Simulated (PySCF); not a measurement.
C2Si, SMILES [C]1[C][Si]1 (connectivity only; charge and spin as stated), neutral, multiplicity 1.

Geometry: ωB97X-D3(BJ)/def2-TZVP.

Calculation: PBE/def2-TZVPD in PySCF.

The molecule is in vacuum.

```
Quantity                                                                                                       Result
---------------------------------------------------------------------------------------------  ----------------------
total energy                                                                                       -365.31450 hartree
point group                                                                                                       C2v
highest occupied level                                                                                       -6.27 eV
lowest empty level                                                                                           -4.22 eV
orbital gap                                                                                                   2.05 eV
dipole moment                                                                                                  2.20 D
quadrupole, principal values (traceless, Buckingham form, about the centre of nuclear charge)  -2.09, -0.77, 2.86 D·Å
mean static polarisability                                                                       45.8 bohr³ (6.78 Å³)
polarisability, principal values                                                               36.9, 46.8, 53.5 bohr³
```
